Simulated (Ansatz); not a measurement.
C$_{2}$H$_{3}$ClFGa, SMILES `F[C]1(Cl)[CH2][GaH]1`, 8 atoms. Total charge 0; spin multiplicity 1. Correlated methods include outer-core shells of Ga, which these sets cover unevenly. Scalar relativity is left out up to krypton. All runs use 4 threads of an Intel Xeon Platinum 8488C on a shared host. Correlated methods freeze the cores.

Question: How many basis functions does each run have, and how long does it take in Ansatz? RKS ωB97M-V/def2-SVP energy; RKS PBE-D4/def2-TZVPP energy and forces; RKS B2PLYP (frozen core)/def2-TZVPP energy; RKS r2SCANh-D4/def2-TZVPP energy; direct RPA on PBE orbitals/def2-TZVPP energy; RKS PBE0-D4/def2-TZVP frequencies; RKS PBE0-D4/def2-QZVPP energy; RHF-MP2/def2-QZVPP energy; RKS PBE0-D4/def2-SVP energy; RKS PBE0-D4/def2-TZVP relaxation (13 steps); RHF-CCSD(T)/def2-TZVPP energy; RKS LC-ωPBE/def2-TZVPP energy. (Estimate.)

Answer: Ansatz gave: Other jobs shared the machine, so times are rough.

| level | job | functions | wall time | peak host memory (GiB) |
| --- | --- | --- | --- | --- |
| RKS PBE0-D4/def2-SVP | energy | 107 | 0.8 s | 0.49 |
| RKS PBE-D4/def2-TZVPP | energy and forces | 225 | 1.4 s | 0.32 |
| RKS LC-ωPBE/def2-TZVPP | energy | 225 | 1.6 s | 0.49 |
| RKS ωB97M-V/def2-SVP | energy | 107 | 2.3 s | 0.49 |
| direct RPA on PBE orbitals/def2-TZVPP | energy | 225 | 2.6 s | 0.53 |
| RKS r2SCANh-D4/def2-TZVPP | energy | 225 | 2.6 s | 0.66 |
| RKS B2PLYP (frozen core)/def2-TZVPP | energy | 225 | 2.9 s | 0.62 |
| RKS PBE0-D4/def2-QZVPP | energy | 420 | 4.8 s | 1.7 |
| RHF-MP2/def2-QZVPP | energy | 420 | 12 s | 2.4 |
| RKS PBE0-D4/def2-TZVP | relaxation (13 steps) | 196 | 28 s | 0.61 |
| RHF-CCSD(T)/def2-TZVPP | energy | 225 | 57 s | 3.8 |
| RKS PBE0-D4/def2-TZVP | frequencies | 196 | 73 s | 0.61 |

LC-ωPBE has ω = 0.4 bohr⁻¹.
